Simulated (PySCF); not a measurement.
Se(F)(SH) (FHSSe), SMILES F[Se]S.

Geometry: PBE0-D3(BJ)/def2-TZVP. One conformer was computed; it need not be the lowest.

The numbers are results of TDDFT-M06-2X/def2-SVPD (PySCF), not measurements.

Vertical excitations. Isolated molecule, no solvent.

List the lowest excited states. (The exact figures need the calculation; the answer reports its results.)


```tsv
state	energy (eV)	λ (nm)	f	main pairs
S1	3.53	351	0.001	HOMO→LUMO 96 %
S2	4.38	283	0.003	HOMO→LUMO+1 91 %
S3	5.56	223	0.004	HOMO−1→LUMO+1 86 %
S4	5.99	207	0.020	HOMO−1→LUMO 74 %, HOMO→LUMO+2 15 %
S5	6.11	203	0.033	HOMO→LUMO+2 77 %, HOMO−1→LUMO 14 %
S6	6.63	187	0.003	HOMO−2→LUMO 84 %
S7	6.85	181	0.026	HOMO−1→LUMO+2 73 %
S8	7.13	174	0.042	HOMO→LUMO+3 88 %
S9	7.50	165	0.083	HOMO→LUMO+4 92 %
S10	7.66	162	0.001	HOMO→LUMO+5 66 %, HOMO→LUMO+6 27 %
T1	2.85	435	0	HOMO→LUMO 94 %
T2	3.77	329	0	HOMO→LUMO+1 88 %
T3	5.03	246	0	HOMO−1→LUMO+1 85 %
T4	5.20	238	0	HOMO−1→LUMO 89 %
```
Triplets are in the Tamm–Dancoff approximation, which puts them higher than full response would, so one can lie above its singlet here.
